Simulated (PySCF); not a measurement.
## Unknowns

[PySCF 2.14: σ from GIAO-PBE0/pcSseg-1; GFN2-xTB structure; non-relativistic; in vacuum; single conformer; averaged over atoms made equivalent by symmetry, fast rotation or ring inversion]

Chemical shifts δ = σref − σ; 1H, 13C vs TMS, all at this level. Splittings of carbon signals by F and P are missing where no couplings were computed. Where no couplings were computed, multiplicities follow the n + 1 count of equivalent neighbours, and m marks all less simple cases (inequivalent or close neighbours, rings, F or P nearby). Shifts are as computed. Against solution values, carbons near 30 ppm lie about +3 ppm off and those near 130 ppm about +5 ppm. Of 1211 compounds with measured shifts, 218 miss one by over three times the rms of a fit or turn the order of signals round; such compounds aren't used in these exercises.

(1) C$_{7}$H$_{9}$FO$_{2}$. 1H NMR (500 MHz, computed): δ 6.26 (m, 1H), 4.53 (m, 1H), 4.48 (m, 1H), 4.12 (m, 1H), 2.12 (m, 1H), 1.65 (d, 1H), 1.48 (d, 3H). 13C{1H} NMR (computed): δ 117.9 (CH), 86.7 (C), 79.7 (CH), 69.0 (CH), 67.0 (CH2), 34.6 (CH), 22.0 (CH3). Give a structure.

(2) C$_{8}$H$_{10}$N$_{2}$. 1H NMR (300 MHz, computed): δ 6.04 (s, 1H), 1.49 (s, 9H). 13C{1H} NMR (computed): δ 154.4 (C), 124.1 (C), 121.1 (C), 115.6 (CH), 42.2 (C), 30.9 (CH3). Give a structure.

Results:

(1) SMILES C(#C)[C@@H]1CO[C@@H](F)O[C@@H]1C. The formula gives 3 degrees of unsaturation (1 ring in the answer). 7 carbon signals for 7 carbons: no two carbons are equivalent. Carbon types of the structure: 1 × C, 4 × CH, 1 × CH2, 1 × CH3, which accounts for all hydrogens. δC 117.9: sp3 carbon bearing two oxygens; 3 electronegative neighbours deshield it. δC 86.7: alkyne carbon; the triple bond shields along its axis, which puts it between sp3 and sp2 carbons. δC 79.7: terminal alkyne carbon; the triple bond shields along its axis, which puts it between sp3 and sp2 carbons. δC 69.0: sp3 CH bonded to O; pulled downfield by the heteroatom.

The shifts were computed for this structure.

(2) SMILES CC(C)(C)/C(C#N)=C\C#N. The formula gives 5 degrees of unsaturation (no ring in the answer). 6 carbon signals for 8 carbons: some carbons are equivalent by symmetry or fast rotation. Carbon types of the structure: 4 × C, 1 × CH, 3 × CH3, which accounts for all hydrogens. δC 154.4: fully substituted alkene carbon; as expected for a trigonal carbon in a double bond. δC 124.1, 121.1: nitrile carbon; C≡N carbons fall here, among the sp2 signals but without a proton. δC 115.6: alkene CH; the olefinic region. δC 30.9: methyl carbon; aliphatic region, no heteroatom directly attached.

The data come from this structure; uniqueness wasn't tested.
